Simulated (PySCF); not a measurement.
# Computed vibrations of Pb(NH2)2

Pb(NH2)2 (singlet). PySCF 2.14.0, RKS PBE0, Pb def2-SVP with ECP60, N def2-SVP, H def2-SVP; non-relativistic Hamiltonian with scalar-relativistic core potentials where named; density fitting; no spin-orbit coupling. Central differences of gradients.

```xyz
7

Pb    0.0000    0.0000   -0.1962
N     1.7326    0.0000    1.1937
H     1.6722   -0.8035    1.8283
H     1.6722    0.8035    1.8283
N    -1.7326    0.0000    1.1937
H    -1.6722    0.8035    1.8283
H    -1.6722   -0.8035    1.8283
```

Run from Python with OMP_NUM_THREADS=2. Where DIIS fails, smearing, a level shift and second-order steps follow.
It took 42 s on 2 threads of Arm Neoverse V1 (shared host).

Problem. What are the harmonic wavenumbers and infrared intensities?

Solution. Modes are labelled in C2v; negative numbers are unstable modes, those under 60 cm⁻¹ near the noise; a finer grid moves soft modes by up to 10 cm⁻¹.
| cm⁻¹ | km/mol | symmetry |
| --- | --- | --- |
| -444 | – | a2 |
| -333 | – | b2 |
| 159 | 11.4 | a1 |
| 455 | 177.6 | b1 |
| 481 | 40.9 | a1 |
| 560 | 153.2 | b1 |
| 574 | 0.0 | a2 |
| 632 | 7.8 | b2 |
| 634 | 16.0 | a1 |
| 1521 | 17.0 | b1 |
| 1531 | 17.5 | a1 |
| 3462 | 1.0 | b1 |
| 3463 | 0.3 | a1 |
| 3550 | 0.0 | a2 |
| 3551 | 0.8 | b2 |

Problem. Is this a minimum?

Solution. No: 2 unstable; the lowest moves the atoms so:
```
Pb   0.00  0.00  0.00
N    0.00 -0.01  0.00
H   -0.36  0.23  0.26
H    0.36  0.23 -0.26
N    0.00  0.01  0.00
H    0.36 -0.23  0.26
H   -0.36 -0.23 -0.26
```
